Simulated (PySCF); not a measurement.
## Spin-orbit coupling and the second ionisation energy along the 4d series

Two-component X2C-1e calculated with PySCF 2.14: MP2 on generalised Hartree-Fock spinors (GMP2), with spin-orbit coupling off and on (screened by Boettger's factors); no Breit or QED terms. Values in eV; the references (NIST) lie between the lowest levels. Elements whose determinants are no pure J levels are left out.

```csv
element,configurations,spin-free,with spin-orbit,shift,reference
"Tc (x2c-QZVPPall-2c, [Ar] 3d10 frozen)",[Kr] 4d5 5s1 → [Kr] 4d5,15.230,15.228,-0.002,15.26 (s)
"Ru (x2c-QZVPPall-2c, [Ar] 3d10 frozen)",[Kr] 4d7 → [Kr] 4d6,16.569,16.615,0.046,16.76 ± 0.06 (s)
"Rh (x2c-QZVPPall-2c, [Ar] 3d10 frozen)",[Kr] 4d8 → [Kr] 4d7,18.084,18.033,-0.052,18.08 (s)
"Pd (x2c-QZVPPall-2c, [Ar] 3d10 frozen)",[Kr] 4d9 → [Kr] 4d8,19.618,19.482,-0.136,19.43 ± 0.12 (s)
"Cd (x2c-QZVPPall-2c, [Ar] 3d10 frozen)",[Kr] 4d10 5s1 → [Kr] 4d10,16.984,16.987,0.003,16.908
```

**Question.** Estimate the missing row, Ag (x2c-QZVPPall-2c, [Ar] 3d10 frozen).

**Answer.** The calculation gives spin-free 21.866; with spin-orbit 21.620; shift -0.245. The reference value is 21.484.

The largest shift is at Ag, -0.245 eV, where spin-orbit coupling lowers the species with fewer electrons by more than the one with more (starting occupations closed and 4d3/2^4 4d5/2^5).

What remains against the references is mostly the basis and correlation beyond MP2. References marked (s) are semi-empirical, (t) theoretical.
